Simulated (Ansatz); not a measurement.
Isolated molecules relaxed with PBE0-D4/def2-TZVP in Ansatz; ΔE leaves out vibrations. CBS: MP2 limit from def2 TZ/QZ plus the TZ coupled-cluster correction, frozen cores. This one scheme is used for every species. DFT in def2-TZVPP. For Ge outer-core shells are correlated without core-valence functions, which leaves a few kJ/mol of doubt a bond. Scalar relativity is left out up to krypton. Each species was taken in one conformer, which may not be the lowest.

Reaction (formal exchange of groups at a B–Ge bond): `[CH3][GeH2][BH][AlH2]` + `C=CF` → `[BH2][AlH2]` + `C=[C](F)[GeH2][CH3]`

`[CH3][GeH2][BH][AlH2]`:

```xyz
12

C     2.259   -0.546    0.398
Ge    0.642   -0.106   -0.620
B    -0.909    0.675    0.496
Al   -2.934    0.376    0.011
H     2.596    0.328    0.956
H     3.055   -0.867   -0.274
H     2.054   -1.352    1.104
H     0.230   -1.335   -1.464
H     0.979    1.014   -1.639
H    -0.553    1.348    1.425
H    -3.731   -0.853    0.639
H    -3.687    1.317   -1.031
```

`C=CF`:

Cartesian coordinates in Å:
```
C 0.579 0.391 -0.060
C -0.546 -0.284 0.041
F -0.572 -1.598 0.284
H 1.541 -0.091 0.050
H 0.541 1.453 -0.258
H -1.544 0.129 -0.057
```

`[BH2][AlH2]`:

```xyz
6

B     0.688    0.421    0.768
Al   -0.618   -0.379   -0.690
H     1.618   -0.191    1.217
H     0.562    1.527    1.219
H    -0.321   -0.197   -2.246
H    -1.928   -1.181   -0.267
```

`C=[C](F)[GeH2][CH3]`:

```xyz
12

C    -1.004   -1.390    0.976
C    -1.345   -0.443    0.119
F    -2.643   -0.313   -0.235
Ge   -0.150    0.849   -0.739
C     1.671    0.526   -0.127
H    -1.740   -2.063    1.401
H     0.032   -1.504    1.267
H    -0.270    0.677   -2.264
H    -0.625    2.264   -0.364
H     2.353    1.238   -0.593
H     1.734    0.642    0.955
H     1.988   -0.483   -0.395
```

```json
{"level": "PBE", "ΔE (kJ/mol)": "26.1"}
{"level": "PBE0", "ΔE (kJ/mol)": "24.2"}
```

What does CCSD(T)/CBS give? (An estimate is asked.)

Computed: +17.5 kJ/mol. The listed levels differ from it by 8.6, 6.7 kJ/mol.

Largest T1 diagnostic among the species: 0.012.
